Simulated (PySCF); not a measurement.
# C⁺: excitation energy

C⁺ [He] 2s2 2p1 (2P) → C⁺ [He] 2s2 3s1 (2S), as a difference of total energies. Calculation: PySCF 2.14, in x2c-TZVPPall with one added diffuse shell each of s, p, d type (6s4p3d1f, 40 functions); the spin-free X2C one-electron Hamiltonian (Gaussian nucleus). Correlated levels: valence: 1s2 frozen. The calculations carry no spin-orbit coupling.

```csv
method,excitation energy (cm⁻¹),error (cm⁻¹)
UHF,115790,-705
MP2 (valence),115470,-1029
SCS-MP2 (valence),115360,-1137
CCSD (valence),116500,+2
CCSD(T) (valence),115880,-616
CCSDT (valence),115910,-588
```

Reference: 116500 cm⁻¹ (measured; NIST levels, between the centres of gravity of the two terms).

Errors of the correlated levels include the incompleteness of this basis and the frozen core.

The coupled-cluster amplitudes are large for the upper state (T1 above 0.03 or a double amplitude above 0.15), so a single reference is strained.
